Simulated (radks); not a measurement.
The tungsten ion W10+, configuration [Kr] 4d10 4f14 5s2 5p2.

All-electron calculation, scalar-relativistic Kohn-Sham, LDA (Slater exchange, Perdew-Zunger correlation), spin-polarised, spherical densities, point nucleus; open shells are filled with parallel spins first (spin-orbit coupling, left out, can overturn this in heavy ions). Program: a radial shooting solver on a logarithmic mesh with Libxc functionals.

Energy parts (eV):
total: -438187.13
kinetic: 482864.64
electron-nucleus: -1073115.72
Hartree: 160435.27
exchange-correlation: -8371.32

Orbitals (lengths in bohr, moments of r in powers of bohr; r(90%) holds 90 % of the orbital's charge):
| orbital | occ. | eigenvalue (eV) | r(90%) |
|---|---|---|---|
| 1s up | 1 | -69610.52 | 0.0334 |
| 1s down | 1 | -69610.24 | 0.0334 |
| 2s up | 1 | -12154.52 | 0.120 |
| 2s down | 1 | -12154.36 | 0.120 |
| 2p up | 3 | -10654.78 | 0.113 |
| 2p down | 3 | -10654.55 | 0.113 |
| 3s up | 1 | -2925.145 | 0.295 |
| 3s down | 1 | -2924.977 | 0.295 |
| 3p up | 3 | -2481.057 | 0.301 |
| 3p down | 3 | -2480.869 | 0.301 |
| 3d up | 5 | -1969.700 | 0.283 |
| 3d down | 5 | -1969.516 | 0.283 |
| 4s up | 1 | -732.9574 | 0.646 |
| 4s down | 1 | -732.6422 | 0.646 |
| 4p up | 3 | -587.1902 | 0.695 |
| 4p down | 3 | -586.8339 | 0.694 |
| 4d up | 5 | -402.3403 | 0.765 |
| 4d down | 5 | -401.8852 | 0.763 |
| 5s up | 1 | -234.7425 | 1.42 |
| 5s down | 1 | -232.3147 | 1.41 |
| 4f up | 7 | -196.2293 | 0.949 |
| 4f down | 7 | -195.4785 | 0.941 |
| 5p up | 2 | -193.7350 | 1.58 |
| 5p down | 0 | -191.1538 | 1.58 |

The highest occupied level is 5p up at -193.74 eV. Summed over all electrons, <r^2> = 16.58 bohr^2, which gives a Langevin (diamagnetic) susceptibility term of -13.1 x 10^-6 cm^3/mol. The density falls to 0.001 e/bohr^3 at r = 2.26 bohr.
